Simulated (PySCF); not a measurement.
An unknown is described by computed data only.

Formula: C2H10O2Si2.

- Rotational structure: rotational constants A, B, C: 9.687, 0.743, 0.721 GHz [GFN2-xTB]
- 13C NMR: chemical shifts (computed TMS as zero) by class: 64.8 (1 C), 17.7 (1 C) ppm [GIAO PBE0/pcSseg-1]
- UV, first state: lowest singlet excitation: 6.93 eV (179 nm, f = 0.003) [TDDFT B3LYP/def2-SVPD]
- Dipole: 1.52 D [B3LYP/def2-SVPD]
- UV, strongest line: among the 8 lowest singlet transitions: S6 at 7.87 eV (158 nm, f = 0.059) [TDDFT B3LYP/def2-SVPD]
- 1H NMR: chemical shifts (computed TMS as zero) by class: 5.06 (2 H), 4.11 (2 H), 3.76 (3 H), 1.49 (1 H), 1.21 (2 H) ppm [GIAO PBE0/pcSseg-1]
- Polarisability: 85.2 au [B3LYP/def2-SVPD]

The electronic properties come from PySCF, for the isolated species, density fitting. Levels stand in brackets. Geometry: GFN2-xTB, one conformer, isolated molecule. NMR values are class means; diastereotopic atoms form classes of their own.

Problem. What is the compound? Reason from the data.

Solution. Numbering: `[OH:1][SiH2:2][O:3][CH2:4][CH2:5][SiH3:6]`. Its formula, C2H10O2Si2, gives 0 degrees of unsaturation, so no ring and no π bond. 2 carbons fall into 2 classes; from least to most shielded: sp3 carbon bound to oxygen [C4] (64.8 ppm), sp3 carbon bound to silicon [C5] (17.7 ppm). Hydrogen classes from least to most shielded: 2 H on an oxygen-bound silicon, Si2 (5.06 ppm), 2 H on an sp3 carbon bound to oxygen, C4 (4.11 ppm), 3 H on an SiH3 silicon, Si6 (3.76 ppm), 1 H on a silanol oxygen, O1 (1.49 ppm), 2 H on an sp3 carbon bound to silicon, C5 (1.21 ppm). The optimised geometry has point group C1 and is an asymmetric top. Structure: `O[SiH2]OCC[SiH3]`. Computed isomers that give other values at the same levels: `COC[SiH2][SiH2]O` (13C chemical shifts (computed TMS as zero) by class: 67.1 (1 C), 65.4 (1 C) ppm); `COC[SiH2]O[SiH3]` (13C chemical shifts (computed TMS as zero) by class: 67.7 (1 C), 65.5 (1 C) ppm); `CC[Si@@H](O)O[SiH3]` (13C chemical shifts (computed TMS as zero) by class: 12.1 (1 C), 7.6 (1 C) ppm). The assignments are read from this structure; whether some other isomer fits the data as well wasn't checked.

Conformer computed: `[OH:1][SiH2:2][O:3][CH2:4][CH2:5][SiH3:6]`: O1–Si2–O3–C4 175°, Si2–O3–C4–C5 62°, O3–C4–C5–Si6 176°, H–O1–Si2–O3 -23°.
